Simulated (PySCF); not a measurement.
C$_{2}$H$_{6}$Se, charge +1, doublet, geometry from GFN2-xTB (a state made from the parent by changing its charge; the spin is typed, not shown lowest). Base run: M062X/def2-SV(P) run with PySCF.

The PySCF input:
```python
from pyscf import gto, scf, dft

mol = gto.Mole()
mol.atom = '''
    C     1.43646973   -0.33192309    0.77233591
    Se    0.01776368    0.16430934   -0.42584659
    C    -1.49741081   -0.23176581    0.68859745
    H     1.39335021   -1.40350688    0.97191605
    H     2.39274490   -0.08971693    0.31358720
    H     1.33371012    0.20249750    1.71688143
    H    -1.44849712   -1.26424698    1.03489391
    H    -2.41075515   -0.07687321    0.11817061
    H    -1.49887155    0.42746234    1.55773464
'''
mol.basis = 'def2-sv(p)'
mol.charge = 1
mol.spin = 1
mol.verbose = 4
mol.build()

mf = dft.UKS(mol)
mf.xc = 'm062x'
mf.kernel()
```

The base run was repeated with changes; each row names its change, and settings that it needs were set with it.

```
change                                                                                                                  ΔE vs base (mEh)  fitting functions
----------------------------------------------------------------------------------------------------------------------  ----------------  -----------------
base                                                                                                                               0.000                  -
exchange = seminumerical (SGX) (with mf = sgx.sgx_fit(mf, auxbasis='def2-universal-jfit'); with mf.with_df.dfj = True)            -0.277                222
auxbasis = even-tempered beta=2.0                                                                                                 -0.083                588
auxbasis = cc-pvdz-jkfit                                                                                                           340.6                449
auxbasis = autoaux                                                                                                                -0.250                592
auxbasis = cc-pvtz-jkfit                                                                                                          -0.046                545
auxbasis = def2-tzvp-ri                                                                                                          -5176.4                401
auxbasis = even-tempered beta=1.6                                                                                                  0.052                851
auxbasis = def2-universal-jfit                                                                                                   12597.7                222
auxbasis = def2-svp-ri                                                                                                           -4612.0                307
```

A fitting set is made for a task (jfit for Coulomb, jkfit for Coulomb and exchange, ri for correlation) and for a family of orbital bases.

Open shells are given as the SCF converged; they aren't shown to be the lowest states, and a large step between rows can be another state.
